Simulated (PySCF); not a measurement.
A run for PySCF: R-B3LYP/6-31G* on BeAl+, 2S+1 = 1, a spin state set in the input, which need not be the lowest, a point of a bond scan (R = 2.808 Å). Charge +1.

```python
from pyscf import gto, scf, dft, mp
from pyscf.data.elements import chemcore

mol = gto.M(
    atom='''
    Be    0.00000000    0.00000000    0.00000000
    Al    0.00000000    0.00000000    2.80793700
    ''',
    basis='6-31g*',
    cart=True,
    charge=1, spin=0, verbose=3, max_memory=1800)
mf = dft.RKS(mol, xc='b3lyp')
mf.conv_tol = 1e-8
mf.max_cycle = 100
mf.kernel()
if not mf.converged:
    mf = mf.newton().run(mf.mo_coeff, mf.mo_occ)
```

The log:

```
converged SCF energy = -256.843448006428
```

The run converged.

Cost: very roughly 0.26 core-seconds.
